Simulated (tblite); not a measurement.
Compound: C₅H₁₂OSi.
SMILES with atom numbers: `[CH3:1][CH:2]([CH3:3])[C@H:4]1[CH2:5][O:6][SiH2:7]1` (hydrogens: H8, H9, H10 on C1; H11 on C2; H12, H13, H14 on C3; H15 on C4; H16, H17 on C5; H18, H19 on Si7)

Structure used (GFN2-xTB), in Å, numbered top down from 1:
```
atom  x, y, z in Å
C1     1.149    1.288    0.932
C2     0.552   -0.072    0.580
C3     1.667   -1.085    0.317
C4    -0.364    0.058   -0.630
C5    -1.250   -1.157   -0.935
O6    -2.547   -0.552   -0.873
Si7   -2.040    0.967   -0.456
H8     0.361    2.013    1.124
H9     1.758    1.655    0.109
H10    1.778    1.215    1.817
H11   -0.042   -0.422    1.432
H12    1.254   -2.059    0.061
H13    2.291   -0.751   -0.510
H14    2.295   -1.198    1.197
H15    0.228    0.343   -1.501
H16   -1.107   -1.594   -1.925
H17   -1.190   -1.946   -0.183
H18   -2.360    1.971   -1.462
H19   -2.443    1.335    0.897
```

Calculated harmonic vibrations of the isolated species, GFN2-xTB (tblite), most abundant isotopes, no scaling. Errors from tens to a few hundred cm⁻¹ against measured bands are possible. Modes of hydrogen on silicon can be 10 to 20 % off. One conformer, not necessarily the lowest.

Harmonic wavenumbers (cm⁻¹): 85.7, 115.0, 159.3, 201.8, 225.0, 283.0, 321.9, 388.1, 441.8, 458.8, 561.4, 568.4, 658.8, 734.8, 783.7, 828.9, 900.6, 939.7, 947.6, 976.0, 997.5, 1013.5, 1063.2, 1112.7, 1146.9, 1158.4, 1181.4, 1210.2, 1259.7, 1286.5, 1320.9, 1357.3, 1407.2, 1420.3, 1486.9, 1496.4, 1497.9, 1505.8, 1509.2, 2296.7, 2322.8, 2919.2, 2948.4, 2963.3, 2970.8, 3023.7, 3024.9, 3029.8, 3032.1, 3036.8, 3037.6.

A = 3801, B = 1519, C = 1168 MHz; mass 116.066 u (most abundant isotopes); point group C1, symmetry number 1.

**Question.** What is the zero-point energy?

**Answer.** Half the sum of the wavenumbers: 34809 cm⁻¹ = 416.41 kJ/mol.

**Question.** Give the ideal-gas entropy at 400 K and 1 bar in the rigid-rotor, harmonic-oscillator model (classical rotation).

**Answer.** Translation 174.26, rotation 121.89, vibration 132.39: S = 428.5 J/(mol K).

**Question.** And Cp and H(400 K) − H(0)?

**Answer.** Cp = 189.69 J/(mol K), of which vibrations give 156.43 (their classical limit is 51 R = 424.0); H(400 K) − H(0) = 43.07 kJ/mol without the zero-point energy, 29.76 from vibrations.

**Question.** Blend soft modes into free rotors: weight 1/[1 + (100 cm⁻¹/ν̃)⁴] for the oscillator and the rest for a rotor with moment μB/(μ + B), μ = h/(8π²ν), B = 10⁻⁴⁴ kg m². What vibrational entropy results?

**Answer.** 128.16 J/(mol K) in place of 132.39, which changes −T·S at 400 K by +1.69 kJ/mol.

**Question.** How do the functions run with temperature in this model?

**Answer.** 
```
T (K)  S (J/(mol K))  Cp (J/(mol K))  H − H(0) (kJ/mol)  G − H(0) (kJ/mol)  ln q(vib)
  100          270.1            67.4               4.67             -22.34       0.79
  200          329.0           106.8              13.40             -52.41       2.67
  300          380.1           148.4              26.13             -87.90       4.77
  500          474.9           225.9              63.90            -173.54       9.23
  800          599.4           303.5             144.31            -335.23      16.01
 1000          671.0           337.6             208.59            -462.41      20.33
```

q(vib) and H(0) count from the zero-point level.

**Question.** What must be added to the electronic energy to get the Gibbs energy at 400 K and 1 bar?

**Answer.** ZPE + [H(400 K) − H(0)] − T·S = 416.41 + 43.07 − 171.41 = 288.07 kJ/mol.

**Question.** Which modes carry the vibrational entropy at 400 K?

**Answer.** 85.7 cm⁻¹: 18.13; 115.0 cm⁻¹: 15.71; 159.3 cm⁻¹: 13.06; 201.8 cm⁻¹: 11.16; 225.0 cm⁻¹: 10.30; 283.0 cm⁻¹: 8.52 J/(mol K); the other 45 give 55.52 together.

Hindered rotation and anharmonicity are outside this model. Other conformers, if any are populated, would add a mixing term that is left out. The structure is chiral; the term R ln 2 for an equal mix with its mirror image is left out.

On an Arm Neoverse N1 with one thread, shared host, this took 1.1 s. The figure is for the frequency step alone.
